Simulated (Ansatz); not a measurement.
`[GeH3][SiH2][GeH2][GeH3]` + disilane → `[SiH3][SiH2][GeH2][SiH2][GeH3]` + GeH₄  (formal exchange of groups at a Ge–Ge bond)

Program: Ansatz. Geometries: PBE0-D4/def2-TZVP. ΔE: electronic, gas phase. CCSD(T)/CBS adds triple-zeta CCSD(T) − MP2 to the extrapolated MP2 energy (def2 sets, frozen cores). DFT in def2-TZVPP. For Ge outer-core shells are correlated without core-valence functions, which leaves a few kJ/mol of doubt a bond. Scalar relativity is left out up to krypton. Each species was taken in one conformer, which may not be the lowest.

| level | ΔE (kJ/mol) |
| --- | --- |
| BLYP-D4 | 5.6 |
| r2SCANh-D4 | 5.0 |
| PBE-QIDH | 7.2 |
| BLYP | 16.6 |
| BHLYP | 15.3 |
| LC-ωPBE | 7.3 |
| HF/def2-SVP | 12.7 |
| CCSD(T)/def2-TZVPP | 7.2 |

(1) What does CCSD(T)/CBS give? (Best estimate.)

Largest T1 diagnostic among the species: 0.013.

Results:

(1) Computed: +6.3 kJ/mol. The listed levels differ from it by -0.7, -1.3, 0.9, 10.3, 9.0, 1.0, 6.4, 0.9 kJ/mol.

Leaving LDA and LC-ωPBE aside and taking each functional with its dispersion term where it has one, the values, not all of them listed here, spread over 13.8 kJ/mol, from B97M-V to B2PLYP. LDA lies −6.2 kJ/mol from PBE without D4. The D4 term adds −9.3 kJ/mol with B3LYP and −5.7 kJ/mol with PBE0; it sums over pairs of atoms, weighted by their polarisabilities, and B3LYP, whose exchange is more repulsive, gets the larger term. In def2-TZVPP, CCSD(T) changes the Hartree–Fock value by −10.6 kJ/mol (the triples alone add −2.4 kJ/mol) and MP2 by −10.1 kJ/mol.

B3LYP here is the variant with VWN-RPA as its local correlation; programs differ in this.
